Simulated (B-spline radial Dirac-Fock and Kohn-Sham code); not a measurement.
# Pt²⁺ in Watson spheres of different radius

Level of theory: ΔSCF Dirac-Fock with Breit, self-energy and vacuum polarisation, finite nucleus, configuration average; a B-spline atomic structure program. The ion, [Xe] 4f14 5d8, sits in a hollow sphere of charge Q = -2, a simple model of the Madelung potential. Inside the sphere an electron's potential energy is raised by the constant 14.40·|Q|/R eV, so binding energies fall by about that much as long as the orbitals stay inside.

```csv
radius (Å),14.40 |Q|/R (eV),1s (eV),2s (eV),2p1/2 (eV),2p3/2 (eV),3s (eV),3p1/2 (eV),3p3/2 (eV),4s (eV),4p1/2 (eV),4p3/2 (eV),4f5/2 (eV),4f7/2 (eV),5s (eV),5p1/2 (eV),5p3/2 (eV),5d (eV)
1.6,18.00,78403.6,13900.7,13286.5,11577.2,3317.6,3044.8,2664.7,744.7,628.6,537.7,85.96,82.65,119.5,80.67,65.71,12.74
2,14.40,78406.9,13904.1,13289.9,11580.5,3320.9,3048.1,2668.0,748.0,631.9,541.1,89.29,85.97,122.8,84.02,69.07,16.09
```

From the smallest to the largest radius 1s moves by +3.3 eV, while the constant potential alone would give +3.6 eV; the difference comes from charge outside the sphere and its screening.

Values without a named source are computed, but for edge energies of neutral atoms, which are taken from tables.
